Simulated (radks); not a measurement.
Task: Neutral ruthenium, 44 electrons, occupied as [Kr] 4d7 5s1. Calculated with a radial shooting solver on a logarithmic mesh with Libxc functionals: Dirac Kohn-Sham, PBE, spin-unpolarised, spherical densities, finite nucleus; open shells are shared between the two j in proportion to 2j + 1; Fermi nuclear charge, rms radius 4.4809 fm. Some entries of the table are withheld. Estimate them.

| orbital | occ. | eigenvalue (eV) | <r> (bohr) |
|---|---|---|---|
| 1s1/2 | 2 | -21925.28 | 0.03344 |
| 2s1/2 | 2 | (1) | 0.1453 |
| 2p1/2 | 2 | -2912.232 | 0.1236 |
| 2p3/2 | 4 | -2781.308 | 0.1284 |
| 3s1/2 | 2 | -555.0493 | 0.4024 |
| 3p1/2 | 2 | -462.1377 | 0.3956 |
| 3p3/2 | 4 | -439.9243 | 0.4063 |
| 3d3/2 | 4 | -275.4907 | 0.3821 |
| 3d5/2 | 6 | -271.1631 | 0.3856 |
| 4s1/2 | 2 | -76.3276 | 1.019 |
| 4p1/2 | 2 | -48.7140 | 1.108 |
| 4p3/2 | 4 | -45.3353 | 1.139 |
| 4d3/2 | 2.8 | (2) | (3) |
| 4d5/2 | 4.2 | (4) | (5) |
| 5s1/2 | 1 | -4.2399 | 3.390 |

Result: 
(1) 2s1/2 eigenvalue (eV): -3151.711
(2) 4d3/2 eigenvalue (eV): -5.3983
(3) 4d3/2 <r> (bohr): 1.685
(4) 4d5/2 eigenvalue (eV): -5.0766
(5) 4d5/2 <r> (bohr): 1.714
